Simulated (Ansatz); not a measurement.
One geometry of TiF₃, several levels of theory.

```yaml
crystal:
  periodic: [false, false, false]
  atoms:
    - {symbol: Ti, position_ang: [0.003937, -0.002318, 0.002565]}
    - {symbol: F, position_ang: [0.457685, -0.880425, -1.464956]}
    - {symbol: F, position_ang: [-1.177187, -0.698953, 1.120666]}
    - {symbol: F, position_ang: [0.715576, 1.581696, 0.341724]}
basis:
  gaussian: {orbitals: def2-TZVP, initial_orbitals: start.molden}
magnetization: {spin_polarized: true, initial_magnetization: 1}
hamiltonian: {xc: pbe0, dispersion: d4}
scf: {omitted_lower_state_checks: [starts]}
output: {forces: true, orbitals: {seedname: orbitals}}
```

The file start.molden holds the orbitals of an earlier run on this structure, at another level or in another basis.

```sh
$ ansatz run in.yaml --threads 2 --pin off --events-out ev --progress --plain --max-ram 4352MiB
```

Shortened log:

```
Functional definition: PBE0
934 factors; their error is unknown
mean field evaluation 1: about -31257.2695 eV, gradient 1.5e2 eV
mean field evaluation 2: about -31261.5679 eV, gradient 5.1e0 eV
mean field evaluation 4: about -31261.8896 eV, gradient 1.8e-1 eV
mean field evaluation 8: about -31261.8898 eV, gradient 2.0e-5 eV
mean field -31261.88975692 eV, -1148.8532584969 hartree, gradient 2.0e-5 eV, S^2 0.752493; 0 other end points of the search recorded, 0 dependent functions left out
reference -31261.88979691 eV, -1148.8532599664 hartree; 25, 24 occupied and 113, 114 virtual orbitals, 934 factors
Total energy: -31261.93637907 eV, -1148.8549718293 hartree
Atom 0 at     0.003937    -0.002318     0.002565 Å, force    -0.005557     0.003140    -0.003591 eV/Å
Atom 1 at     0.457685    -0.880425    -1.464956 Å, force     0.001883    -0.000745     0.001421 eV/Å
Atom 2 at    -1.177187    -0.698953     1.120666 Å, force     0.001829    -0.001078     0.001205 eV/Å
Atom 3 at     0.715576     1.581696     0.341724 Å, force     0.001846    -0.001318     0.000965 eV/Å
Dipole moment:     0.006013    -0.003542     0.003919 e Å
Checks for a lower state left out: starts
```

Hardware: 2 threads of Intel Xeon Platinum 8488C on a shared host. Wall time 4.3 s.

First input, but with `gaussian: {orbitals: "def2-QZVPP.json", initial_orbitals: start.molden}`, `output: {orbitals: {seedname: orbitals}}` (abridged; 16 s):

```
Functional definition: PBE0
mean field -31262.89402903 eV, -1148.8901648160 hartree, gradient 1.4e-5 eV, S^2 0.752469
Total energy: -31262.94065009 eV, -1148.8918781084 hartree
Checks for a lower state left out: starts
```

First input, but with `hamiltonian: {xc: pbe, dispersion: d4}` (abridged; 2.1 s):

```
Functional definition: PBE
mean field -31261.81893751 eV, -1148.8506559314 hartree, gradient 1.7e-5 eV, S^2 0.752242
Total energy: -31261.87446678 eV, -1148.8526965947 hartree
Atom 0 force    -0.001663     0.000798    -0.001031 eV/Å
Atom 1 force     0.068051    -0.129500    -0.214647 eV/Å
Atom 2 force    -0.172297    -0.103132     0.165199 eV/Å
Atom 3 force     0.105909     0.231834     0.050479 eV/Å
Dipole moment:     0.004615    -0.002716     0.003001 e Å
Checks for a lower state left out: starts
```

First input, but with `gaussian: {orbitals: def2-TZVPD, initial_orbitals: start.molden}`, `output: {orbitals: {seedname: orbitals}}` (abridged; 8.5 s):

```
Functional definition: PBE0
mean field -31261.99810605 eV, -1148.8572402538 hartree, gradient 3.2e-5 eV, S^2 0.752445
Total energy: -31262.04473523 eV, -1148.8589538447 hartree
Checks for a lower state left out: starts
```

First input, but with `hamiltonian: {xc: lda}`, `output: {orbitals: {seedname: orbitals}}` (abridged; 1 s):

```
Functional definition: SPW92
mean field -31168.40210950 eV, -1145.4176508225 hartree, gradient 1.8e-5 eV, S^2 0.752639
Total energy: -31168.40216115 eV, -1145.4176527204 hartree
Checks for a lower state left out: starts
```

First input, but with `gaussian: {orbitals: def2-TZVPD, initial_orbitals: start.molden}`, `hamiltonian: {xc: r2scan, dispersion: d4}`, `output: {orbitals: {seedname: orbitals}}` (abridged; 5.5 s):

```
Functional definition: r2SCAN
mean field -31271.39219216 eV, -1149.2024665511 hartree, gradient 2.1e-5 eV, S^2 0.753214
Total energy: -31271.40480496 eV, -1149.2029300626 hartree
Checks for a lower state left out: starts
```

As the first input, with `hamiltonian: {xc: {name: CAM-B3LYP}, dispersion: d4}`, `output: {orbitals: {seedname: orbitals}}` (abridged; 8.5 s):

```
Functional definition: CAM-B3LYP
mean field -31274.42197240 eV, -1149.3138089212 hartree, gradient 1.3e-5 eV, S^2 0.751754
Total energy: -31274.46958503 eV, -1149.3155586529 hartree
Checks for a lower state left out: starts
```

Geometry: PBE0-D4/def2-TZVP.

The structure comes from a short search, and lower isomers may exist.
